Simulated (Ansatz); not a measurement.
Ansatz (a first-principles code) input (r2SCAN/def2-TZVPD):

Ansatz 0.2 input:
```yaml
crystal:
  periodic: [false, false, false]
  atoms:
    - {symbol: N, position_ang: [-2.00721241, -0.69087201, -0.30421500]}
    - {symbol: Si, position_ang: [-1.01650904, 0.64555816, 0.26177102]}
    - {symbol: N, position_ang: [0.59243349, 0.32466092, 0.66963320]}
    - {symbol: Si, position_ang: [1.75556406, -0.42753251, -0.54790812]}
    - {symbol: H, position_ang: [-1.67982715, -1.01937411, -1.20736597]}
    - {symbol: H, position_ang: [-1.98158809, -1.49111442, 0.31867784]}
    - {symbol: H, position_ang: [-1.71431294, 1.17834983, 1.47719169]}
    - {symbol: H, position_ang: [-1.17701572, 1.64239367, -0.83408868]}
    - {symbol: H, position_ang: [0.87162069, 0.45412738, 1.63166347]}
    - {symbol: H, position_ang: [3.01809676, 0.39548175, -0.21633812]}
    - {symbol: H, position_ang: [2.21970853, -1.64874566, 0.27825174]}
basis:
  gaussian:
    orbitals: def2-TZVPD
hamiltonian:
  xc: {name: r2SCAN}
total_charge: -1
output: {forces: true}
```

Output:

```
Functional definition: r2SCAN
integrals: 0.16 GiB planned
1265 factors; their error is unknown
0.38 GiB of the device are held for the grids
1.24 GiB of device memory are held for the factors and their scratch space
mean field: 1.02 GiB planned
mean field evaluation 1: about -18842.7506 eV, gradient 6.0e1 eV
mean field evaluation 2: about -18826.0498 eV, gradient 1.0e2 eV
mean field evaluation 4: about -18849.7762 eV, gradient 8.6e0 eV
mean field evaluation 8: about -18849.9410 eV, gradient 1.7e-1 eV
mean field evaluation 16: about -18849.9224 eV, gradient 3.1e-4 eV
mean field -18849.92236992 eV, -692.7218701581 hartree, gradient 1.1e-5 eV, S^2 0.000000; 0 other end points of the search recorded, 0 dependent functions left out
the calculation of the forces begins
reference -18849.92239083 eV, -692.7218709265 hartree; 25, 25 occupied and 198, 198 virtual orbitals, 1265 factors
Total energy: -18849.92239083 eV, -692.7218709265 hartree
Atom 0 at    -2.007212    -0.690872    -0.304215 Å, force    -0.009805     0.119352     0.042434 eV/Å
Atom 1 at    -1.016509     0.645558     0.261771 Å, force    -0.035570    -0.133853    -0.076902 eV/Å
Atom 2 at     0.592433     0.324661     0.669633 Å, force     0.076103    -0.051452    -0.102353 eV/Å
Atom 3 at     1.755564    -0.427533    -0.547908 Å, force    -0.106237     0.072166     0.117681 eV/Å
Atom 4 at    -1.679827    -1.019374    -1.207366 Å, force     0.019362    -0.024127    -0.029509 eV/Å
Atom 5 at    -1.981588    -1.491114     0.318678 Å, force     0.011602    -0.036954     0.010247 eV/Å
Atom 6 at    -1.714313     1.178350     1.477192 Å, force    -0.018143     0.015715     0.053834 eV/Å
Atom 7 at    -1.177016     1.642394    -0.834089 Å, force     0.000007     0.042801    -0.054992 eV/Å
Atom 8 at     0.871621     0.454127     1.631663 Å, force     0.041218     0.010557     0.068976 eV/Å
Atom 9 at     3.018097     0.395482    -0.216338 Å, force     0.009268    -0.011284    -0.013139 eV/Å
Atom 10 at     2.219709    -1.648746     0.278252 Å, force     0.012196    -0.002921    -0.016277 eV/Å
Dipole moment:    -0.897599     0.070092     0.589162 e Å
```

It need not be the lowest isomer of its formula. Whether it binds its extra electron was not tested at this geometry.
